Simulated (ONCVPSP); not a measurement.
## Before and after: ONCV potential for Zr (Z = 40)

| Item | Value |
| --- | --- |
| Element | zirconium |
| Generator | ONCVPSP 4.0.1 |
| Type | optimised norm-conserving Vanderbilt (ONCV) |
| Functional | LDA (Perdew-Wang 92) |
| Relativity | scalar-relativistic |
| Frozen core | [Ar] 3d10 |
| Valence charge | 12 |
| Reference configuration | 4s2 4p6 4d2 5s1.75 5p0.25 |
| Partial waves | 4s+5s: rc 2.00 bohr, ncon 4, nbas 7, qcut 7.1 1/bohr, 2 projectors; 4p+5p: rc 2.45 bohr, ncon 4, nbas 8, qcut 6.5 1/bohr, 2 projectors; 4d: rc 1.80 bohr, ncon 3, nbas 7, qcut 6.3 1/bohr, 2 projectors, debl 0.6 Ha |
| Local potential | polynomial inside 1.30 bohr (lpopt 5, dvloc0 1 Ha) |
| Core correction | Teter function, fcfact 2.75, rcfact 1.75 |

Change: all radii but the core radius scaled by about 1.20 (s 2.40, p 2.94, d 2.16 bohr); local potential polynomial inside 1.56 bohr (lpopt 5, dvloc0 1 Ha).

Cutoffs: the cutoffs (Ha) at which the residual kinetic energy of the hardest occupied pseudo-wave falls to 1 and 0.1 mHa per electron; they do not see the model core or the augmentation charge, which bear on the density cutoff. Errors are all-electron minus pseudo energies relative to the spin-unpolarised reference configuration.

Task: Predict the effect on cutoff, ghosts and configuration errors.

Result: The potential gets softer (15 Ha and 18 Ha → 13 Ha and 16 Ha); of the 4 tests that both files solve, the error grows in 3 and shrinks in 0 by more than 15 % and 0.3 meV (median size 3.6 → 4.6 meV); neither file shows a bound ghost. A larger radius leaves more room for a smooth pseudo-wave, so fewer plane waves are needed. More of the atom is replaced by a form fitted at one configuration, so other configurations suffer.

| quantity | base | changed |
| --- | --- | --- |
| cutoff, loose | 15 Ha | 13 Ha |
| cutoff, tight | 18 Ha | 16 Ha |
| loose cutoff by channel | s 15 Ha, p 11 Ha, d 14 Ha | s 12 Ha, p 9.9 Ha, d 13 Ha |
| bound ghosts | none | none |
| GHOST(+) flags under 300 eV | s at 163.0 eV | none |
| error for 4s2 4p6 4d2 5s2 5p0, meV [ΔE -0.76 eV] | 0.0 | 0.0 |
| error for 4s2 4p6 4d2 5s1 5p0, meV [ΔE 6.58 eV] | -1.3 | -1.6 |
| error for 4s2 4p6 4d2 5s0 5p0, meV [ΔE 19.82 eV] | -5.9 | -7.7 |
| error for 4s1 4p6 4d2 5s2 5p0, meV [ΔE 59.81 eV] | -139 | -262 |
| rms error of d²Exc/dni dnj with the model core, mHa | 1.24 | 1.31 |
